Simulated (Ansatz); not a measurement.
Start from `B[SiH2][InH2]` and change one atom or group to get `B[SiH2]Cl`.

Ansatz, PBE0-D4/def2-TZVP geometries, multiplicity 1. 

Elements past krypton have def2 core potentials.

```csv
property,`B[SiH2][InH2]`
"ideal-gas entropy at 298 K and 1 bar (rigid rotor, harmonic PBE0-D4/def2-TZVP) / J/(mol·K)",344
HOMO energy (PBE/def2-TZVPP) / eV,-6.04
HOMO energy (ωB97M-V/def2-TZVPP) / eV,-8.81
HOMO–LUMO gap (PBE0/def2-TZVPP) / eV,4.93
HOMO–LUMO gap (PBE/def2-TZVPP) / eV,3.30
HOMO–LUMO gap (ωB97M-V/def2-TZVPP) / eV,8.36
```

**Question.** Give the same properties after the change, and the shifts. (An estimate is asked.)

**Answer.** Ansatz gave: 
```json
{"property": "ideal-gas entropy at 298 K and 1 bar (rigid rotor, harmonic PBE0-D4/def2-TZVP) / J/(mol·K)", "`B[SiH2]Cl`": "304", "shift": "-40"}
{"property": "HOMO energy (PBE/def2-TZVPP) / eV", "`B[SiH2]Cl`": "-7.04", "shift": "-1.00"}
{"property": "HOMO energy (ωB97M-V/def2-TZVPP) / eV", "`B[SiH2]Cl`": "-10.47", "shift": "-1.66"}
{"property": "HOMO–LUMO gap (PBE0/def2-TZVPP) / eV", "`B[SiH2]Cl`": "5.55", "shift": "0.62"}
{"property": "HOMO–LUMO gap (PBE/def2-TZVPP) / eV", "`B[SiH2]Cl`": "3.27", "shift": "-0.03"}
{"property": "HOMO–LUMO gap (ωB97M-V/def2-TZVPP) / eV", "`B[SiH2]Cl`": "9.69", "shift": "1.33"}
```

With PBE0 the HOMO falls by 1.40 eV and the LUMO falls by 0.78 eV, so the gap widens by about 0.62 eV. PBE moves the HOMO by -1.00 eV and ωB97M-V by -1.66 eV. The zero-point energy changes by -28.3 kJ/mol with -6 modes.
